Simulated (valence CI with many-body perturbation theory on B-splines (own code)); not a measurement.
**Ce¹⁸⁺: one-electron terms**

Computed by relativistic CI+MBPT: four valence electrons over a frozen Dirac-Fock core [Kr], a basis of 9 s, 9 p, 10 d, 8 f, 5 g, 3 h, 1 i functions for each j, with the one-electron correlation potential Σ1 (screened to all orders), the two-electron term Σ2, the three-electron term Σ3, Breit, model QED; selected single and double excitations, second order for the rest (own B-spline code, finite nucleus).

No measured spectrum was set against this ion. As an estimate, terms of the open shell hold to 2 to 4 % of their energy, and close levels can change places. Only levels of the ground parity were solved; by the run's estimate the other parity begins above the list, which can be wrong where configurations are misplaced.

These are the spectroscopic orbitals of the CI (the correlating ones are not listed), shaped by the core and the other valence electrons. h is the expectation value of the core's Dirac-Fock operator, without the valence repulsion; Σ1 is computed up to l = 3 at one energy for each symmetry, that of its lowest orbital but kept below the first core excitation, so for empty shells it is not the orbital's own correlation shift; Breit and QED include the response of the core.

```
Orbital  h (hartree)  Σ1 (cm⁻¹)  Breit (cm⁻¹)  QED (cm⁻¹)  ⟨r⟩ (bohr)
  5s1/2      -15.575     -10074          1094         891       1.145
  6s1/2      -9.8055      -3715           555         451       1.821
  7s1/2      -6.7576      -1862           314         257       2.657
  5p1/2      -14.586      -9205          1681       -44.3       1.187
  6p1/2      -9.2956      -3621           879       -22.3       1.885
  7p1/2      -6.4602      -1870           508       -12.7       2.745
  5p3/2      -14.261      -8489          1005        45.0       1.216
  6p3/2      -9.1311      -3416           532        24.1       1.920
  7p3/2       -6.365      -1780           328        14.2       2.788
  4d3/2      -22.495     -19553          1671        -285      0.6570
  5d3/2      -12.635      -7536           644       -82.6       1.284
  6d3/2      -8.2855      -3427           339       -41.9       2.041
  4d5/2      -22.324     -19133           750        -188      0.6633
  5d5/2      -12.568      -7470           332       -48.9       1.291
  6d5/2      -8.2505      -3402           178       -24.7       2.051
  4f5/2      -17.844     -36097          -130        -184      0.6808
  5f5/2      -10.818      -7698          29.1       -58.9       1.379
  4f7/2      -17.816     -34076          -532        -161      0.6830
  5f7/2      -10.805      -7569          -127       -49.4       1.381
  5g7/2      -9.7392                    -51.2       -14.0       1.375
  5g9/2      -9.7373                    -70.3       -11.5       1.375
```

Among the shells of the start configuration 4d4, Σ1 is largest in size for 4d3/2, where it is 0.40 % of h.

Lowest root of each symmetry, sizes in configuration state functions:

```csv
J,Parity,Roots,Reference,Variational,Second order,Change by selected CI (cm⁻¹),Change by second order (cm⁻¹)
0,even,5,38,10663,72434,-4465,-3
1,even,4,76,19367,148630,-3732,-9
2,even,8,121,26044,267878,-3581,-14
3,even,6,120,24763,289392,-3787,-23
4,even,7,120,25266,311883,-4540,-32
5,even,2,86,23217,153922,-5348,-24
6,even,2,66,20210,257066,-5621,-19
```
